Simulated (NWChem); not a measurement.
## Correlation energy of HGa

```
Ga
H 1 1.6914
```
Charge 0, spin multiplicity 1.

All runs are NWChem calculations. The geometry was optimised at B3LYP/def2-SVP, a minimum by its harmonic frequencies.

Basis set: 6-31G*. Each correlation energy counts from its own Hartree-Fock reference.

```tsv
method	correlation energy (mHa)	difference from CCSD(T)
SCS-MP2	-208.1	+19.0
CR-CCSD[T]	-227.1	0.0
MP2	-223.1	+4.0
CR-CCSD(T)	-226.3	+0.8
CCSD(T)	-227.1	0.0
CCSD+T(CCSD)	-228.1	-0.9
CCSDT	-227.3	-0.2
CCSD	-222.7	+4.4
```

The values span 19.9 mHa, from CCSD+T(CCSD) (lowest) to SCS-MP2 (highest). 

The Hamiltonian is non-relativistic. The correlated methods keep 9 core orbitals frozen. The Pople sets run with spherical d functions. The structure started from a generated list of species. Coupled-cluster values serve here as a point of comparison, not as the truth.
